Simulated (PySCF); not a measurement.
Bi(H)2(OH) (BiH3O), SMILES [BiH2][OH]. The structure is a stationary point at PBE0-D3(BJ)/def2-TZVP. The def2 effective core potentials stand for the cores of Bi; spin–orbit coupling is left out.

Computed equilibrium geometry at PBE0-D3(BJ)/def2-TZVP (PySCF confirms it by a frequency run) as a Z-matrix, and its point group:
point group Cs.
```
Bi
O 1 2.0721
H 2 0.9607 1 110.90
H 1 1.8028 2 95.92 3 44.74
H 1 1.8028 4 88.88 2 95.84
```
